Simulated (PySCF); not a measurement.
A structure optimised at B3LYP-D3(BJ)/def2-SVP, used in a PySCF frequency run:

```
Si
O 1 1.6567
H 2 0.9652 1 117.97
H 1 1.4785 2 106.56 3 175.13
H 1 1.4870 4 112.29 2 -123.91
I 1 2.4787 4 108.38 5 -116.26
```
Charge 0, spin multiplicity 1.

**Question.** Write its SMILES and formula.

**Answer.** O[SiH2]I, H3IOSi

**Question.** What are its rotational constants (standard atomic weights)?

**Answer.** 17.845, 1.8407, 1.7082 GHz
